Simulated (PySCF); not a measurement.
# Cl⁺: excitation energy

Cl⁺ [Ne] 3s2 3p4 (3P) → Cl⁺ [Ne] 3s2 3p3 4s1 (5S), as a difference of total energies. Calculation: PySCF 2.14, in aug-cc-pCVTZ-DK (8s7p5d3f, 75 functions); the spin-free X2C one-electron Hamiltonian (Gaussian nucleus). Correlated levels: valence: [Ne] frozen; valence and next inner shell: 1s2 frozen; nothing frozen. The calculations carry no spin-orbit coupling.

| method | excitation energy (eV) | error (eV) |
| --- | --- | --- |
| UHF | 12.625 | -0.708 |
| LDA | 13.285 | -0.048 |
| PBE | 13.275 | -0.058 |
| PBE0 | 13.377 | +0.044 |
| r2SCAN | 13.584 | +0.251 |
| B3LYP | 13.476 | +0.143 |
| PW91 | 13.328 | -0.005 |
| wB97M-V | 13.448 | +0.115 |
| BLYP | 13.380 | +0.047 |
| MP2 (valence) | 13.005 | -0.328 |
| SCS-MP2 (valence) | 13.233 | -0.100 |
| MP2 (valence and next inner shell) | 13.014 | -0.319 |
| SCS-MP2 (valence and next inner shell) | 13.237 | -0.096 |
| MP2 (all electrons) | 13.018 | -0.315 |
| SCS-MP2 (all electrons) | 13.239 | -0.094 |

Reference: 13.333 eV (measured; NIST levels, between the centres of gravity of the two terms).

Errors of the correlated levels include the incompleteness of this basis and the frozen core.
